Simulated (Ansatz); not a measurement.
```yaml
crystal:
  periodic: [false, false, false]
  atoms:
    - {symbol: O, position_ang: [-1.507704, -1.231132, -0.168669]}
    - {symbol: C, position_ang: [-0.554922, -0.646777, 0.282754]}
    - {symbol: C, position_ang: [0.217677, 0.390786, -0.377038]}
    - {symbol: C, position_ang: [-0.123780, 0.769610, -1.617963]}
    - {symbol: O, position_ang: [0.471694, 1.695228, -2.357757]}
    - {symbol: C, position_ang: [-0.059155, -0.997790, 1.707523]}
    - {symbol: F, position_ang: [1.213582, -1.418725, 1.664598]}
    - {symbol: F, position_ang: [-0.093063, 0.089988, 2.491495]}
    - {symbol: F, position_ang: [-0.791698, -1.939657, 2.268523]}
    - {symbol: H, position_ang: [1.055938, 0.839156, 0.145261]}
    - {symbol: H, position_ang: [-0.964996, 0.310045, -2.126086]}
    - {symbol: H, position_ang: [1.213629, 2.083969, -1.878640]}
basis:
  gaussian: {orbitals: 6-31G, fitting: {mean_field: def2-universal-jkfit}}
hamiltonian: {xc: {name: HF}}
correlation: {method: mp2, frozen_orbitals: {O: 9}}
output: {forces: true}
```

```sh
$ ansatz run in.yaml --threads 2 --pin off --events-out ev --progress --plain --max-ram 32768MiB --backend cpu
```

It prints (some lines left out):

```
Functional definition: HF
Error: "frozen_orbitals" has no count for C
```

(1) Something in this input is off. What?

Answers

(1) Frozen orbitals are typed for one element alone, and the program wants a count for each. The input was rejected before any iteration.
